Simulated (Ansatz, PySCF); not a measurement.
Gas-phase reaction in SMILES: [C-]#[N+][CH2] -> [C-]#[N+][CH2-] (an electron is taken up)
Geometries: B3LYP-D3(BJ)/def2-TZVP minima from Ansatz (a first-principles code).

Property: adiabatic electron affinity (electronic energy difference), positive where the reaction releases energy, in eV. Valence correlation only, unless marked. UHF or UKS for open shells. No spin-orbit coupling. No relativistic terms. Anions need diffuse functions: aug- sets have them; def2-D sets add few; the other sets have none. CBS marks a two-point X^-3 extrapolation of the correlation energy; Hartree-Fock from the larger set. [CCSD(T)-MP2]/basis is that difference in the basis named.

| level | program | adiabatic electron affinity (eV) |
|---|---|---|
| HF/cc-pVQZ | Ansatz | -0.57 |
| BP86-D3(BJ)/def2-TZVPD | PySCF + dftd3 | 1.21 |

### Question
What does RI-MP2/CBS(aug-cc-pVTZ,aug-cc-pVQZ)+[CCSD(T)-MP2]/aug-cc-pVTZ (Ansatz) give?

### Answer
1.16 eV, so BP86-D3(BJ)/def2-TZVPD differs from it by 0.05 eV.
